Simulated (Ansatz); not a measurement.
Frontier orbitals of `F[Si@H]1[SiH2][Si@@H]1Cl`.

```json
{"atom": "F1", "x (Å)": "2.539", "y (Å)": "-1.064", "z (Å)": "0.386"}
{"atom": "Si2", "x (Å)": "1.072", "y (Å)": "-0.493", "z (Å)": "0.666"}
{"atom": "Si3", "x (Å)": "-0.040", "y (Å)": "1.359", "z (Å)": "-0.211"}
{"atom": "Si4", "x (Å)": "-0.870", "y (Å)": "-0.837", "z (Å)": "-0.485"}
{"atom": "Cl5", "x (Å)": "-2.580", "y (Å)": "-1.723", "z (Å)": "0.225"}
{"atom": "H6", "x (Å)": "0.818", "y (Å)": "-0.454", "z (Å)": "2.129"}
{"atom": "H7", "x (Å)": "-0.479", "y (Å)": "2.388", "z (Å)": "0.765"}
{"atom": "H8", "x (Å)": "0.253", "y (Å)": "1.951", "z (Å)": "-1.541"}
{"atom": "H9", "x (Å)": "-0.712", "y (Å)": "-1.126", "z (Å)": "-1.933"}
```

Charge 0, multiplicity 1. The geometry is a stationary point of PBE0-D4/def2-TZVP. Basis def2-TZVPP, Ansatz.

```json
{"functional": "PBE0", "HOMO (eV)": "-7.24", "LUMO (eV)": "-2.02"}
```

Problem. Give HOMO and LUMO (eV) with LDA (SPW92), PBE, revPBE, BLYP, r2SCAN, B97M-V, B3LYP, r2SCANh, r2SCAN0, HSE06 (plane-wave form), BHLYP, CAM-B3LYP, LC-ωPBE, ωB97X-V, ωB97M-V, HF. (Estimate.)

Solution. Ansatz gave: 
| functional | HOMO | LUMO |
| --- | --- | --- |
| LDA (SPW92) | -6.31 | -3.03 |
| PBE | -6.20 | -2.84 |
| revPBE | -6.15 | -2.75 |
| BLYP | -6.04 | -2.58 |
| r2SCAN | -6.42 | -2.68 |
| B97M-V | -6.50 | -2.75 |
| B3LYP | -7.04 | -2.10 |
| r2SCANh | -6.81 | -2.38 |
| r2SCAN0 | -7.38 | -1.94 |
| HSE06 (plane-wave form) | -6.85 | -2.39 |
| BHLYP | -8.14 | -0.96 |
| CAM-B3LYP | -8.43 | -0.82 |
| LC-ωPBE | -9.69 | 0.17 |
| ωB97X-V | -9.38 | 0.11 |
| ωB97M-V | -9.16 | -0.09 |
| HF | -9.50 | 1.46 |

B3LYP here is the variant with VWN-RPA as its local correlation; programs differ in this. LC-ωPBE has ω = 0.4 bohr⁻¹.
